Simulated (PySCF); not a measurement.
## Field gradients at the hydrogen positions

Species: C₅H₁₁Si (charge -1).
SMILES with atom numbers: `[CH2:1]=[CH:2][CH2:3][CH2:4][CH2:5][SiH2-:6]` (hydrogens: H7, H8 on C1; H9 on C2; H10, H11 on C3; H12, H13 on C4; H14, H15 on C5; H16, H17 on Si6)

Cartesian coordinates in Å at the GFN2-xTB level; atoms count from 1:
```xyz
17
C5H11Si angstrom
C      2.915    0.570   -0.488
C      2.032   -0.037    0.312
C      0.808   -0.736   -0.150
C     -0.463    0.065    0.220
C     -1.745   -0.598   -0.241
Si    -3.307    0.389    0.231
H      3.753    1.129   -0.101
H      2.823    0.530   -1.562
H      2.154    0.034    1.387
H      0.836   -0.875   -1.235
H      0.730   -1.724    0.319
H     -0.490    0.192    1.307
H     -0.386    1.061   -0.228
H     -1.715   -0.729   -1.328
H     -1.808   -1.605    0.188
H     -3.122    0.616    1.682
H     -3.023    1.731   -0.324
```

Level: PBE0/pcSseg-1 (PySCF, non-relativistic); Q(2H) = 0.00286 b; rigid geometry, the same for H and D, with no vibrational averaging.

Question: Rank these positions by the coupling χzz of a deuteron there, largest first.
A. H13 (methylene hydrogen)
B. H9 (vinylic hydrogen)
C. H16 (Si–H hydrogen)
D. H15 (methylene hydrogen)
E. H8 (vinylic hydrogen)

Answer: E (229 kHz), B (217 kHz), D (209 kHz), A (202 kHz), C (114 kHz).

Question: Give the electric field gradient Vzz (the principal value of largest size), its asymmetry and the 2H coupling at each hydrogen.

Answer: 
| atom | bonded to | bond length (Å) | Vzz (au) | η | χzz (kHz) |
| --- | --- | --- | --- | --- | --- |
| H7 | C1 | 1.079 | 0.3409 | 0.07 | 229 |
| H8 | C1 | 1.078 | 0.3400 | 0.07 | 229 |
| H9 | C2 | 1.085 | 0.3234 | 0.04 | 217 |
| H10 | C3 | 1.094 | 0.3038 | 0.03 | 204 |
| H11 | C3 | 1.096 | 0.3009 | 0.02 | 202 |
| H12 | C4 | 1.095 | 0.3007 | 0.02 | 202 |
| H13 | C4 | 1.095 | 0.3002 | 0.01 | 202 |
| H14 | C5 | 1.096 | 0.3125 | 0.05 | 210 |
| H15 | C5 | 1.097 | 0.3114 | 0.06 | 209 |
| H16 | Si6 | 1.481 | 0.1700 | 0.13 | 114 |
| H17 | Si6 | 1.479 | 0.1708 | 0.13 | 115 |

Question: Average by the element that carries the hydrogen.

Answer: on C: 212 kHz over 9 positions, mean bond length 1.091 Å; on Si: 115 kHz over 2 positions, mean bond length 1.480 Å.

Question: How does χzz go with the bond length over the 9 C–H bonds?

Answer: A straight-line fit has a slope of -13.5 kHz for each 0.01 Å, with a correlation coefficient of -0.94, over lengths from 1.078 to 1.097 Å. The longer bonds have the smaller couplings here.

Question: A static deuteron (I = 1) shows a doublet split by (3/2)χ, (3/4)χ(1 + η) and (3/4)χ(1 − η) with the field along z, y and x of the gradient. What are these for H7?

Answer: With |χ| = 229.1 kHz and η = 0.067: 344, 183 and 160 kHz, to first order and without motion.

One conformer (not necessarily the lowest) at the GFN2-xTB geometry, without solvent, vibrations or thermal averaging. The pcSseg-1 basis has no diffuse functions, a weakness for an anion. The HOMO energy is positive at this level (+0.91 eV), so the outermost electrons may be held by the finite basis alone. GFN2-xTB bond lengths can be off by several hundredths of an ångström, more for odd bonds, and the gradients follow them. The small basis limits the accuracy of the gradients.
